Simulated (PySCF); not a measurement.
**Dipole moment and polarisability of `O[SiH](O)n1cccc1`**

C₄H₇NO₂Si.
Atom-mapped SMILES: `[OH:1][SiH:2]([OH:3])[n:4]1[cH:5][cH:6][cH:7][cH:8]1` (hydrogens: H9 on O1; H10 on Si2; H11 on O3; H12 on C5; H13 on C6; H14 on C7; H15 on C8)

Cartesian coordinates in Å at the GFN2-xTB level; atoms count from 1:
```xyz
15
C4H7NO2Si angstrom
O     -2.3053    0.8345   -1.2214
Si    -1.6879   -0.2981   -0.2581
O     -2.3857   -0.1615    1.2009
N      0.0432   -0.0809   -0.0752
C      0.8893    0.4068   -1.0349
C      2.1727    0.3504   -0.5863
C      2.1289   -0.2097    0.7123
C      0.8203   -0.4638    0.9865
H     -2.5102    1.7080   -0.8966
H     -1.9671   -1.5503   -0.9366
H     -2.0856   -0.6749    1.9444
H      0.4915    0.7623   -1.9644
H      3.0509    0.6696   -1.1126
H      2.9671   -0.3956    1.3555
H      0.3734   -0.8888    1.8647
```

Level: B3LYP/def2-SVPD (PySCF), static field, nuclei fixed, core orbitals frozen in the response. The polarisability tensor in these axes (au):

```
x   100.00   2.77   1.87
y     2.77  64.77  -8.58
z     1.87  -8.58  80.89
```

Diagonalise the tensor; give its mean and Δα, where Δα² is half the sum of the squared differences of the eigenvalues.

Principal values 60.79, 84.57 and 100.29 au; mean 81.88 au = 12.13 Å³ = 13.50 × 10⁻⁴⁰ C²·m²/J; Δα = 34.45 au (42 % of the mean).

What is the dipole moment, and where does it point?

(-0.55, -0.01, 1.30) D, 1.41 D in size, pointing from the negative to the positive side. Measured along this direction, the outermost atoms are H13 at the negative end and H11 at the positive end.

What depolarisation ratio follows for Rayleigh scattering of linearly polarised light, taking the static tensor?

ρ = 3Δα²/(45ᾱ² + 4Δα²) = 3560.6/(301729 + 4747.5) = 0.0116.

Find the Langevin capture rate constant for O2+ (31.990 u) meeting this molecule (129.025 u), k = 2.342 × 10⁻⁹ cm³/s × √(α in Å³ / reduced mass in u).

The reduced mass is 25.63 u, so k = 1.61 × 10⁻⁹ cm³/s. The formula leaves out the permanent dipole, which adds to the capture rate.

How large is μ²/3kT at 250 K beside α?

In Gaussian units μ²/3kT = 19.29 Å³ against 12.13 Å³, a ratio of 1.59; the Debye molar polarisation (4π/3)N_A(α + μ²/3kT) is 79.3 cm³/mol, leaving out the vibrational part.

Give the principal axes and the span of the nuclei along them.

Largest value along (1.00, 0.06, 0.07), where the nuclei span 5.48 Å; middle along (-0.04, -0.40, 0.91), 4.25 Å; least along (-0.08, 0.91, 0.40), 3.04 Å. The response follows the extents in order.

Isolated species at its GFN2-xTB geometry (one conformer only).
